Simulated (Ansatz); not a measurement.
One change: `[NH]=[W](=[NH])([NH2])[OH]` becomes `[NH]=[W](=[NH])([OH])[Cl]`.

Ansatz, PBE0-D4/def2-TZVP geometries, multiplicity 1. Each molecule was computed in one conformer, which needn't be the lowest.

Elements past krypton have def2 core potentials.

```json
{"property": "LUMO energy (B3LYP/def2-TZVPP) / eV", "`[NH]=[W](=[NH])([NH2])[OH]`": "-0.60"}
{"property": "HOMO energy (ωB97M-V/def2-TZVPP) / eV", "`[NH]=[W](=[NH])([NH2])[OH]`": "-9.53"}
{"property": "size of the dipole moment (PBE/def2-TZVPP) / D", "`[NH]=[W](=[NH])([NH2])[OH]`": "1.66"}
{"property": "LUMO energy (PBE/def2-TZVPP) / eV", "`[NH]=[W](=[NH])([NH2])[OH]`": "-1.20"}
{"property": "HOMO–LUMO gap (B3LYP/def2-TZVPP) / eV", "`[NH]=[W](=[NH])([NH2])[OH]`": "6.44"}
{"property": "LUMO energy (ωB97M-V/def2-TZVPP) / eV", "`[NH]=[W](=[NH])([NH2])[OH]`": "1.45"}
```

Q: What does the change do to each property? (Best estimate.)

A: Computed: 
```csv
property,`[NH]=[W](=[NH])([OH])[Cl]`,shift
LUMO energy (B3LYP/def2-TZVPP) / eV,-1.71,-1.11
HOMO energy (ωB97M-V/def2-TZVPP) / eV,-10.14,-0.61
size of the dipole moment (PBE/def2-TZVPP) / D,2.61,0.95
LUMO energy (PBE/def2-TZVPP) / eV,-2.26,-1.06
HOMO–LUMO gap (B3LYP/def2-TZVPP) / eV,5.97,-0.47
LUMO energy (ωB97M-V/def2-TZVPP) / eV,0.60,-0.85
```

With PBE0 the HOMO falls by 0.65 eV and the LUMO falls by 1.12 eV, so the gap narrows by about 0.47 eV. PBE moves the HOMO by -0.63 eV and ωB97M-V by -0.61 eV. The zero-point energy changes by -63.3 kJ/mol with -6 modes. Dipoles are sizes alone; their direction can turn.

B3LYP here is the variant with VWN-RPA as its local correlation; programs differ in this.
